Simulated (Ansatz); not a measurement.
`FCCC(F)(F)F` + H₂ → `CCC(F)(F)F` + H–F at 700 K and 1 bar (hydrogenolysis of a C–F bond).

Computed with Ansatz on PBE0-D4/def2-TZVP structures; ΔE is electronic, products minus reactants. CCSD(T)/CBS adds triple-zeta CCSD(T) − MP2 to the extrapolated MP2 energy (def2 sets, frozen cores). This one scheme is used for every species. Each species was taken in one conformer, which may not be the lowest.

| species | CCSD(T)/CBS energy (Eh) | H − E (kJ/mol) | S (J/(mol·K)) |
| --- | --- | --- | --- |
| `FCCC(F)(F)F` | -515.73968 | 273.8 | 468.0 |
| H₂ | -1.17544 | 46.8 | 155.3 |
| `CCC(F)(F)F` | -416.56297 | 287.2 | 438.4 |
| H–F | -100.39570 | 45.2 | 198.5 |

H − E and S are ideal-gas, rigid-rotor, harmonic terms from PBE0-D4/def2-TZVP, for one conformer and one mirror image of each species. For small species the MP2-based limit differs from directly extrapolated CCSD(T) by up to some mEh (0.8 for H₂); such offsets cancel only in part. 1 Eh = 2625.50 kJ/mol, R = 8.31446 J/(mol·K).

Problem. By hand: ΔE, ΔH, ΔS and ΔG.

Solution. ΔE = (-416.56297) + (-100.39570) − (-515.73968) − (-1.17544) = -0.04355 Eh = -114.3 kJ/mol. Δ(H − E) = 287.2 + 45.2 − 273.8 − 46.8 = 11.8, so ΔH = -102.5 kJ/mol. ΔS = 438.4 + 198.5 − 468.0 − 155.3 = 13.6 J/(mol·K). ΔG = -102.5 − 700 × (13.6)/1000 = -112.0 kJ/mol.

Problem. By hand: the equilibrium constant, and the temperature at which ΔG would vanish if ΔH and ΔS stayed fixed.

Solution. log₁₀ K = −ΔG/(RT ln 10) = 8.4. ΔH and −TΔS have one sign here, so there is no such temperature.

The number of gas molecules stays the same, so ΔS is small and ΔH decides. A doubt of 5 kJ/mol in ΔE shifts log₁₀ K by 0.4 here. Other conformers and mirror images would add mixing entropy, several J/(mol·K) or more a flexible species. These are equilibria of isolated gas molecules and say nothing of rates. Largest T1 diagnostic: 0.011 (customary marks: 0.02 for closed shells, 0.045 for open ones).
